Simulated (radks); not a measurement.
Results of a calculation; reference values are marked as such.
Q: The mean radii <r> (bohr) of the occupied orbitals of an atom or ion are listed with their occupations. Level of theory: scalar-relativistic Kohn-Sham, LDA (Slater exchange, Perdew-Wang correlation), spin-polarised, spherical densities, finite nucleus; Fermi nuclear charge, rms radius of each element as measured or else 0.836 A^(1/3) + 0.57 fm (a radial shooting solver on a logarithmic mesh with Libxc functionals).

orbital  occ.      <r>
1s up       1  0.05628
1s down     1  0.05628
2s up       1   0.2561
2s down     1   0.2559
2p up       3   0.2253
2p down     3   0.2251
3s up       1   0.7788
3s down     1   0.7802
3p up       3   0.8235
3p down     3   0.8262
3d up       5    1.119
3d down     3    1.165

Name the element and its charge. Open shells, if any, are filled with parallel spins first.

A: Z = 27, cobalt, charge +1: Co+ in [Ar] 3d8. The 1s radius gives Z: for a bare nucleus <r> = (2 gamma + 1)/(2Z) with gamma = sqrt(1 - (Z/c)^2), 0.05483 bohr for Z = 27, and screening makes it slightly larger (0.05628 here). The occupations add up to 26, and the charge is Z minus that.
